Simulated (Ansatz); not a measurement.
`C=[CH][GeH2][CH]=C` + H₂ → ethylene + `C=[CH][GeH3]`  (hydrogenolysis of a C–Ge bond)

Calculated with Ansatz (gas phase, PBE0-D4/def2-TZVP geometries, no zero-point term in ΔE). CBS: MP2 limit from def2 TZ/QZ plus the TZ coupled-cluster correction, frozen cores. This one scheme is used for every species. Functionals use def2-TZVPP. B3LYP here is the variant with VWN-RPA as its local correlation; programs differ in this. For Ge outer-core shells are correlated without core-valence functions, which leaves a few kJ/mol of doubt a bond. Scalar relativity is left out up to krypton. Each species was taken in one conformer, which may not be the lowest.

| level | ΔE (kJ/mol) | difference from CCSD(T)/CBS |
| --- | --- | --- |
| r2SCAN-D4 | -33.8 | -1.9 |
| ωB97X-V | -37.2 | -5.3 |
| ωB97M-V | -36.1 | -4.2 |
| PBE | -40.4 | -8.5 |
| B3LYP | -49.7 | -17.8 |
| MP2/def2-TZVPP | -23.6 | 8.3 |
| SCS-MP2/def2-TZVPP | -30.9 | 1.0 |
| CCSD/def2-TZVPP | -37.8 | -5.9 |
| HF/def2-QZVPP | -63.9 | -32.0 |
| MP2/def2-QZVPP | -24.1 | 7.8 |
| CCSD(T)/CBS | -31.9 | 0 |

Largest T1 diagnostic among the species: 0.012.

The D4 term adds +13.7 kJ/mol with B3LYP and +7.8 kJ/mol with PBE0; it sums over pairs of atoms, weighted by their polarisabilities, and B3LYP, whose exchange is more repulsive, gets the larger term. In def2-TZVPP, CCSD(T) changes the Hartree–Fock value by +31.1 kJ/mol (the triples alone add +6.0 kJ/mol) and MP2 by +39.2 kJ/mol.
